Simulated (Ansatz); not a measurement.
CH₇AlSSi (`[CH3][AlH][SiH2]S`), relaxed with RKS PBE-D4/def2-SVP in Ansatz from a rough embedded geometry. The force threshold is 0.03 eV/Å; the program also tests the step.

Charge 0, multiplicity 1.

Start:

```xyz
11

C     1.447    0.225    1.688
Al    0.563    0.905    0.100
Si   -0.781   -0.548   -1.146
S    -2.731    0.172   -1.315
H     1.217   -0.808    1.891
H     2.577    0.366    1.651
H     1.125    0.824    2.599
H     0.779    2.419   -0.387
H    -0.758   -1.938   -0.525
H    -0.226   -0.698   -2.531
H    -3.212   -0.920   -2.026
```

(1) By how much does the energy fall, and how many steps does the optimiser take? (An estimate is asked.)

(2) Which bonds change most? (Best estimate.)

(3) Give the relaxed structure. (Estimate.)

## Answers

(1) Computed: 22.56 kJ/mol, in 9 steps, 1 of them rejected.

(2) Computed: Al2–Si3 from 2.338 to 2.469 Å; Si3–S4 from 2.086 to 2.187 Å; C1–H5 from 1.077 to 1.108 Å; C1–Al2 from 1.941 to 1.968 Å.

(3) Computed: 
```xyz
11

C     1.524    0.273    1.752
Al    0.537    0.876    0.160
Si   -0.724   -0.682   -1.281
S    -2.647    0.335   -1.499
H     1.413   -0.809    1.967
H     2.610    0.487    1.637
H     1.193    0.842    2.648
H     0.496    2.439   -0.206
H    -0.954   -2.027   -0.628
H    -0.098   -0.979   -2.627
H    -3.350   -0.755   -1.922
```
